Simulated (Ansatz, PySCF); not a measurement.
Breaking the Sn1–H4 bond in BrFH2Sn (SMILES [F][SnH2][Br]) (multiplicity 1 held, fragments rigid). Energies count from the point at 1.700 Å.
Geometry at that point (charge 0, multiplicity 1):
```json
[
 {"atom": "Sn", "x (Å)": "-0.8209", "y (Å)": "-0.2542", "z (Å)": "0.0412"},
 {"atom": "F", "x (Å)": "-1.5335", "y (Å)": "1.4364", "z (Å)": "-0.5548"},
 {"atom": "Br", "x (Å)": "1.6422", "y (Å)": "0.0461", "z (Å)": "0.0704"},
 {"atom": "H", "x (Å)": "-1.2425", "y (Å)": "-1.3772", "z (Å)": "-1.1627"},
 {"atom": "H", "x (Å)": "-1.3881", "y (Å)": "-0.4538", "z (Å)": "1.6308"}
]
```

Restricted levels (R-, RO-) in cc, def2 and unpolarised 6-31G sets keep to the state of the molecule at rest. U- levels take the lowest unrestricted solution at each point, which mixes spins at long bonds. Levels need not reach the same state.

Correlated levels freeze the cores. Filled d and f shells under p-block atoms count as core. Rows in 3-21G carry no dispersion term and start afresh at each structure; the Pople sets are all-electron and without relativity.

Codes used: Ansatz (a program for electronic structure); PySCF for 3-21G rows.  In def2 rows elements past Kr take small-core potentials, without spin–orbit coupling.

Problem. One of these levels gives 72.73 kcal/mol for the energy at R = 5.438 Å. Name it.
(A) R-MP2/def2-TZVPP
(B) R-HF/3-21G
(C) U-B3LYP/def2-TZVPP

Solution. C, U-B3LYP/def2-TZVPP. The others give 171.06 (R-HF/3-21G), 96.23 (R-MP2/def2-TZVPP)

Doubts at one or more of the structures used: a restricted determinant that unrestricted orbitals would lower (R-HF/3-21G, R-MP2/def2-TZVPP); a spin-contaminated determinant (U-B3LYP/def2-TZVPP).
